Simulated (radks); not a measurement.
Values are calculated unless marked as measured or tabulated.
Problem. All-electron atom: the lutetium ion Lu3+ in [Xe] 4f14. Level of theory: scalar-relativistic Kohn-Sham, PBE, spin-unpolarised, spherical densities, finite nucleus; Fermi nuclear charge, rms radius 5.37 fm (a radial shooting solver on a logarithmic mesh with Libxc functionals). Some entries of the table are withheld. Estimate them.

orbital  occ.  eigenvalue (eV)  <r> (bohr)  <r^2> (bohr^2)
1s          2        -63252.25     0.01932       0.0005122
2s          2        -10789.76     0.08184        0.007920
2p          6        -9497.114     0.07292        0.006494
3s          2        -2465.697      0.2126         0.05168
3p          6        -2077.625      0.2123             (1)
3d         10        -1611.291      0.1925         0.04343
4s          2        -512.1062      0.4780          0.2580
4p          6        -384.7596         (2)          0.2936
4d         10        -218.5204      0.5477          0.3483
5s          2         -87.6814       1.166           1.528
5p          6         -57.9638       1.370           2.127
4f         14         -36.2081      0.7164          0.6732

Solution. 
(1) 3p <r^2> (bohr^2): 0.05225
(2) 4p <r> (bohr): 0.5079
